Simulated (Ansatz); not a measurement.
Molecule: chloroboronic acid, sum formula H₂BO₂Cl (charge 0, singlet). 
Coordinates optimised at B3LYP-D3(BJ)/def2-TZVP (Ansatz, a first-principles code):
```xyz
6

B      0.0685    -0.4158    -0.0765
Cl    -0.2146     1.3021     0.2396
O      1.3650    -0.8133    -0.1844
O     -1.0319    -1.2077    -0.1874
H      1.5072    -1.7491    -0.3562
H     -0.8663    -2.1397    -0.3592
```
Charge 0, spin multiplicity 1.

Quantity: atomisation energy (electronic, to ground-state atoms), in kcal/mol. Correlated levels leave the core frozen unless marked. UHF or UKS for open shells. Spin-orbit coupling is left out. No relativistic terms. The coupled-cluster limit lacks core correlation, which all-electron functionals hold. CBS marks a two-point X^-3 extrapolation of the correlation energy; Hartree-Fock from the larger set.

```tsv
level	program	atomisation energy (kcal/mol)
HF/aug-cc-pV(D+d)Z	Ansatz	420.4
BHLYP-D3(BJ)/def2-TZVPD	Ansatz + dftd3	565.8
r2SCAN0-D4/def2-TZVPD	Ansatz + dftd4	582.8
wB97X-V/def2-TZVPD	Ansatz	591.7
```

Q: What does CCSD(T)/CBS(cc-pV(T+d)Z,cc-pV(Q+d)Z) (Ansatz) give?

A: 594.5 kcal/mol, so wB97X-V/def2-TZVPD differs from it by -2.8 kcal/mol.
